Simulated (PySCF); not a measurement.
C2H7BF2Si (SMILES CB(C)[SiH](F)F), singlet, geometry from GFN2-xTB, atoms displaced at random by about 0.03 Å a coordinate; PySCF with HF/STO-3G, gradient by finite differences.

Here is a job for PySCF.
```python
from pyscf import gto, scf

mol = gto.M(
    atom='''
Si    0.817804   -0.189821    0.306153
F     1.738680    0.285433   -0.920839
F     0.957496   -1.751556    0.063203
B    -0.957643    0.505677    0.170490
C    -2.153966   -0.424055    0.727100
C    -1.313076    1.850423   -0.439518
H     1.773604    0.083217    1.378096
H    -2.009199   -0.915852    1.618983
H    -2.351985   -1.202773    0.000670
H    -3.154688    0.074472    0.739173
H    -2.389501    1.997178   -0.741401
H    -0.654655    2.150180   -1.371934
H    -1.030907    2.619142    0.272769
''',
    basis='sto-3g',
    charge=0,
    spin=0,
    verbose=4,
)

mf = scf.RHF(mol)
mf.conv_tol = 1e-11
mf.kernel()
scan, done = mf.as_scanner(), []
scan.scf_summary = {}
def energy(d):
    c = mol.atom_coords()
    c[6, 1] += d
    e = scan(mol.set_geom_(c, unit='Bohr', inplace=False))
    done.append(scan.converged)
    return e
h = 0.2
fd = (energy(h) - energy(-h)) / (2 * h)
print('dE/dx =', fd)
```

It wrote (shortened):

```
PySCF version 2.14.0

[INPUT] verbose = 4
[INPUT] num. atoms = 13
[INPUT] num. electrons = 56
[INPUT] charge = 0
[INPUT] spin (= nelec alpha-beta = 2S) = 0
[INPUT] symmetry False subgroup None
[INPUT] Mole.unit = angstrom
[INPUT] Symbol           X                Y                Z      unit          X                Y                Z       unit  Magmom
[...]
nuclear repulsion = 295.842815874092
number of shells = 27
number of NR pGTOs = 123
number of NR cGTOs = 41
basis = sto-3g
ecp = {}

******** <class 'pyscf.scf.hf.RHF'> ********
method = RHF
initial guess = minao
damping factor = 0
level_shift factor = 0
DIIS = <class 'pyscf.scf.diis.CDIIS'>
diis_start_cycle = 1
diis_space = 8
diis_damp = 0
SCF conv_tol = 1e-11
SCF conv_tol_grad = None
SCF max_cycles = 50
direct_scf = True
direct_scf_tol = 1e-13
Set gradient conv threshold to 3.16228e-06
Initial guess from minao.
init E= -585.312920957182
[...]
cycle= 1 E= -584.835397475648  delta_E= 0.478  |g|= 0.492  |ddm|=    4
[...]
cycle= 2 E= -584.955334064453  delta_E= -0.12  |g|= 0.107  |ddm|= 1.03
[...]
cycle= 3 E= -584.961176172449  delta_E= -0.00584  |g|= 0.0325  |ddm|= 0.202
[...]
cycle= 4 E= -584.961961815653  delta_E= -0.000786  |g|= 0.00573  |ddm|= 0.0941
[...]
cycle= 5 E= -584.961988819412  delta_E= -2.7e-05  |g|= 0.00148  |ddm|= 0.0159
[...]
cycle= 6 E= -584.961990910712  delta_E= -2.09e-06  |g|= 0.000361  |ddm|= 0.0046
[...]
cycle= 7 E= -584.961991083293  delta_E= -1.73e-07  |g|= 0.000147  |ddm|= 0.00109
[...]
cycle= 8 E= -584.961991119162  delta_E= -3.59e-08  |g|= 3.48e-05  |ddm|= 0.000596
[...]
cycle= 9 E= -584.961991121017  delta_E= -1.86e-09  |g|= 5.81e-06  |ddm|= 0.00015
[...]
cycle= 10 E= -584.961991121053  delta_E= -3.62e-11  |g|= 9.53e-07  |ddm|= 1.98e-05
[...]
cycle= 11 E= -584.961991121051  delta_E= 2.27e-12  |g|= 2.52e-07  |ddm|= 2.59e-06
[...]
Extra cycle  E= -584.961991121053  delta_E= -1.82e-12  |g|= 1.12e-07  |ddm|= 5.32e-07
converged SCF energy = -584.961991121053
Create scanner for <class 'pyscf.scf.hf.RHF'>

WARN: Mole.unit (angstrom) is changed to Bohr

New geometry
   1 Si     0.817804000000  -0.189821000000   0.306153000000 AA    1.545425583574  -0.358709702691   0.578545322214 Bohr
   2 F      1.738680000000   0.285433000000  -0.920839000000 AA    3.285629018259   0.539390196913  -1.740133514818 Bohr
   3 F      0.957496000000  -1.751556000000   0.063203000000 AA    1.809405205367  -3.309961131839   0.119436360251 Bohr
[...]
converged SCF energy = -584.961507883444
[...]
   5 C     -2.153966000000  -0.424055000000   0.727100000000 AA   -4.070405821625  -0.801347811752   1.374019865171 Bohr
   6 C     -1.313076000000   1.850423000000  -0.439518000000 AA   -2.481354020739   3.496792684596  -0.830568646817 Bohr
   7 H      1.773604000000  -0.022618442184   1.378096000000 AA    3.351625813433  -0.042742661092   2.604224013359 Bohr
   8 H     -2.009199000000  -0.915852000000   1.618983000000 AA   -3.796835839750  -1.730709450635   3.059434470327 Bohr
   9 H     -2.351985000000  -1.202773000000   0.000670000000 AA   -4.444607499085  -2.272911560021   0.001266116503 Bohr
  10 H     -3.154688000000   0.074472000000   0.739173000000 AA   -5.961496328452   0.140731683949   1.396834528673 Bohr
  11 H     -2.389501000000   1.997178000000  -0.741401000000 AA   -4.515502464374   3.774119442007  -1.401044838479 Bohr
  12 H     -0.654655000000   2.150180000000  -1.371934000000 AA   -1.237118656077   4.063251318517  -2.592579520979 Bohr
  13 H     -1.030907000000   2.619142000000   0.272769000000 AA   -1.948131889897   4.949461061346   0.515458705271 Bohr

******** <class 'pyscf.scf.hf.RHF_Scanner'> ********
method = RHF_Scanner
initial guess = minao
damping factor = 0
level_shift factor = 0
DIIS = <class 'pyscf.scf.diis.CDIIS'>
diis_start_cycle = 1
diis_space = 8
diis_damp = 0
SCF conv_tol = 1e-11
SCF conv_tol_grad = None
SCF max_cycles = 50
direct_scf = True
direct_scf_tol = 1e-13
Set gradient conv threshold to 3.16228e-06
init E= -584.96715232707
[...]
cycle= 1 E= -584.960317136422  delta_E= 0.00684  |g|= 0.0132  |ddm|= 0.0887
[...]
cycle= 2 E= -584.960431239898  delta_E= -0.000114  |g|= 0.00445  |ddm|= 0.0286
[...]
cycle= 3 E= -584.960447845974  delta_E= -1.66e-05  |g|= 0.00162  |ddm|= 0.0117
[...]
cycle= 4 E= -584.960450605502  delta_E= -2.76e-06  |g|= 0.000396  |ddm|= 0.00589
[...]
cycle= 5 E= -584.960450784566  delta_E= -1.79e-07  |g|= 8.19e-05  |ddm|= 0.00148
[...]
cycle= 6 E= -584.960450792778  delta_E= -8.21e-09  |g|= 2.29e-05  |ddm|= 0.000289
[...]
cycle= 7 E= -584.960450793475  delta_E= -6.96e-10  |g|= 9.03e-06  |ddm|= 6.95e-05
[...]
cycle= 8 E= -584.960450793603  delta_E= -1.28e-10  |g|= 1.85e-06  |ddm|= 3.71e-05
[...]
cycle= 9 E= -584.960450793601  delta_E= 1.14e-12  |g|= 3.81e-07  |ddm|= 7.11e-06
[...]
Extra cycle  E= -584.960450793602  delta_E= -6.82e-13  |g|= 1.7e-07  |ddm|= 8.33e-07
converged SCF energy = -584.960450793602
dE/dx = -0.0026427246052662667
```
